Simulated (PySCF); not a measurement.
Substituent effects on chemical shifts

Parent skeleton `[CH3:1][CH:2]=[C:3]([C:4]#[N:5])[O:6][SiH3:7]`; one hydrogen on atom 7 is replaced by X. Hydrogens on one atom are averaged.

- GIAO PBE0/pcSseg-1 shieldings
- coordinates at the GFN2-xTB level
- program: PySCF
- isolated molecule, one computed conformer, rapidly exchanging positions averaged, non-relativistic Hamiltonian

Referencing at the same level of theory: ¹³C (186.93 ppm), ²⁹Si (349.16 ppm), ¹H (31.72 ppm) against TMS; ¹⁵N (267.73 ppm) vs NH3; ¹⁷O (336.08 ppm) against H2O.

Parent (X = H): C1 17.1, C2 126.6, C3 136.1, C4 118.8, N5 321.9, O6 87.8, Si7 -42.1, H(C1) 2.14, H(C2) 5.55 ppm. Effects are Δδ = δ(X) − δ(H), positive for deshielding.

Four derivatives gave (Δδ, ppm):
```
compound    C1     C2    C3    C4    N5    O6    Si7  H(C1)  H(C2)
       1  -2.5   +8.7  -4.5  +1.7  -3.8  +0.7  +30.7  -0.09  +0.48
       2  -2.1  +11.1  -5.6  +1.5  -2.4  -1.1  -11.6  +0.09  +0.68
       3  -2.3   +9.8  -5.5  +4.1  -5.7  +8.0  +21.6  -0.15  +0.45
       4  -2.6   +8.4  -4.7  +1.7  -4.3  +6.7  +27.9  -0.14  +0.46
```

Their substituents are CH3, CHO, allyl, iPr. Which is which?

## Answers

1: X = iPr (C/C=C(/C#N)O[SiH2]C(C)C); 2: X = CHO (C/C=C(/C#N)O[SiH2]C=O); 3: X = allyl (C=CC[SiH2]O/C(C#N)=C\C); 4: X = CH3 (C/C=C(/C#N)O[SiH2]C).

Experimental scales use liquid or dissolved standards, which lie at an offset from isolated NH3 (liquid NH3: subtract about 20 ppm) and H2O (liquid H2O: subtract about 36 ppm). Unscaled 15N shifts of sp2 nitrogen come out 20 to 40 ppm too high even then.
